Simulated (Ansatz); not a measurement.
`[SH][In]([SH])[SH]` + H₂ → `[SH][InH][SH]` + H₂S  (hydrogenolysis of the In–S bond)

Computed with Ansatz on PBE0-D4/def2-TZVP structures; ΔE is electronic, products minus reactants. CCSD(T)/CBS is the MP2 limit (def2-TZVPP, def2-QZVPP) plus CCSD(T) − MP2 in def2-TZVPP, frozen cores. This one scheme is used for every species. DFT in def2-TZVPP. Elements past krypton have def2 core potentials. For In outer-core shells are correlated without core-valence functions, which leaves a few kJ/mol of doubt a bond. Each species was taken in one conformer, which may not be the lowest.

`[SH][In]([SH])[SH]`:

Cartesian coordinates in Å:
```
S 1.011 -1.968 -0.864
In -0.001 0.001 -0.004
S -2.308 0.001 0.561
S 1.294 1.971 0.289
H -0.128 -2.678 -0.792
H -2.289 1.283 0.965
H 2.421 1.390 -0.156
```

H₂:

Z-matrix (Å, degrees):
```
H
H 1 0.746
```

`[SH][InH][SH]`:

Cartesian coordinates in Å:
```
S 0.312 -1.676 -0.800
In -0.236 0.189 0.577
S 0.214 2.286 -0.450
H -0.077 -2.584 0.110
H -0.888 0.055 2.146
H 0.675 1.731 -1.583
```

H₂S:

Z-matrix (Å, degrees):
```
S
H 1 1.341
H 1 1.341 2 92.3
```

```csv
level,ΔE (kcal/mol)
LDA (SPW92),13.9
CAM-B3LYP,12.8
```

Problem. What does CCSD(T)/CBS give? (Best estimate.)

Solution. The calculation gave: +16.9 kcal/mol. The listed levels differ from it by -3.0, -4.1 kcal/mol.

Largest T1 diagnostic among the species: 0.014.

At CCSD(T), def2-SVP lies −2.8 kcal/mol from the extrapolated value and def2-TZVPP −1.4 kcal/mol. In def2-TZVPP, CCSD(T) changes the Hartree–Fock value by +3.5 kcal/mol (the triples alone add +1.3 kcal/mol) and MP2 by +6.3 kcal/mol.
